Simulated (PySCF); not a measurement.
# ZnSe⁻ at B3LYP

Level: B3LYP. PySCF, no relativity, basis sets Zn def2-TZVPPD, Se def2-TZVPPD.

For ZnSe⁻, the state is ²Σ⁺ (doublet), unpaired electrons σ ↑, the bond length is 0.2301 nm and the harmonic wavenumber is 258 cm⁻¹. The force constant is 1.39 mdyn/Å, the rotational constant Be is 0.08963 cm⁻¹ and the anharmonicity ωexe is 1.50 cm⁻¹. The vibration–rotation constant αe is 0.000540 cm⁻¹. The well depth De to Zn + Se⁻ is 1.25 eV and the dissociation energy D0 is 1.23 eV. The bond order (Mayer) is 1.66. The dipole moment (positive dipole points towards Se; it is taken about the centre of mass and depends on that origin) is -1.76 D.

Spin–orbit coupling is left out. For an ion De counts to the pair picked by the measured ionisation energies or electron affinities, which need not be the lowest pair at this level. The state is the lowest determinant that a PBE0 search found; another state may lie lower at other levels.
